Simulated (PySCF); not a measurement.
First SCF of a structure search on singlet GeFCl, at a hand-made bent geometry. PySCF input:

```python
from pyscf import gto, scf, dft
mol = gto.M(atom='''
Ge     0.000000     0.000000     0.000000
F     -1.515400     0.000000     1.061100
Cl     1.802100     0.000000     1.261900''',
    basis={'Ge': 'def2-TZVP', 'F': 'def2-TZVP', 'Cl': 'def2-TZVP'},
    charge=0, spin=0)
mf = dft.RKS(mol, xc='PBE0')
mf.grids.atom_grid = (50, 194)
aux = {'Ge': 'def2-universal-JKFIT', 'F': 'def2-universal-JKFIT', 'Cl': 'def2-universal-JKFIT'}
mf = mf.density_fit(auxbasis=aux)
mf.conv_tol = 1e-08
mf.diis_space = 10
mf.max_cycle = 60
mf.init_guess = 'minao'
mf.verbose = 4
mf.kernel()
```

Excerpt of the output (cycles and frontier levels):

```
init E= -2635.99226530333
  HOMO = -0.287757028149045  LUMO = -0.100478187884711  gap/eV = 5.09612
cycle= 1 E= -2636.53582584432  delta_E= -0.544  |g|= 0.945  |ddm|= 1.57
  HOMO = -0.231092994356331  LUMO = -0.138624628820352  gap/eV = 2.51619
cycle= 2 E= -2635.82908824257  delta_E= 0.707  |g|= 2.25  |ddm|= 1.65
  HOMO = -0.305705165634096  LUMO = -0.119732719281316  gap/eV = 5.06057
cycle= 3 E= -2636.65396276604  delta_E= -0.825  |g|= 0.347  |ddm|= 1.15
  HOMO = -0.307417184577989  LUMO = -0.110850566167528  gap/eV = 5.34885
cycle= 4 E= -2636.67183001542  delta_E= -0.0179  |g|= 0.0981  |ddm|= 0.262
  HOMO = -0.310342741819449  LUMO = -0.114663350018901  gap/eV = 5.32471
cycle= 5 E= -2636.67323584853  delta_E= -0.00141  |g|= 0.0265  |ddm|= 0.0784
  HOMO = -0.310013865622445  LUMO = -0.112800198278741  gap/eV = 5.36646
cycle= 6 E= -2636.67338376743  delta_E= -0.000148  |g|= 0.00886  |ddm|= 0.0232
  HOMO = -0.309604497480916  LUMO = -0.11261286345011  gap/eV = 5.36042
cycle= 7 E= -2636.6734029287  delta_E= -1.92e-05  |g|= 0.000752  |ddm|= 0.00754
  HOMO = -0.309726029442073  LUMO = -0.112686188193415  gap/eV = 5.36173
cycle= 8 E= -2636.67340306182  delta_E= -1.33e-07  |g|= 0.000337  |ddm|= 0.00104
  HOMO = -0.30970275743218  LUMO = -0.112670870524063  gap/eV = 5.36151
cycle= 9 E= -2636.67340308579  delta_E= -2.4e-08  |g|= 8.63e-05  |ddm|= 0.000289
  HOMO = -0.309700685053616  LUMO = -0.11267316162872  gap/eV = 5.36139
cycle= 10 E= -2636.6734030874  delta_E= -1.61e-09  |g|= 1.23e-05  |ddm|= 7.05e-05
  HOMO = -0.309700213526082  LUMO = -0.112673627620467  gap/eV = 5.36137
Extra cycle  E= -2636.67340308737  delta_E= 2.82e-11  |g|= 2.01e-05  |ddm|= 2.49e-05
converged SCF energy = -2636.67340308737
```

No lower solution of this spin was found from smeared starts or by a stability analysis within the restricted form, which does not test spin polarisation.

The search for the lowest solution, 3 starts and the stability check together, took 6.4 s on 4 threads of a shared Arm Neoverse V1 host, with 116 basis functions; the process peaked at 0.42 GiB. Launch command: `OMP_NUM_THREADS=4 python axn.py task.json out`.
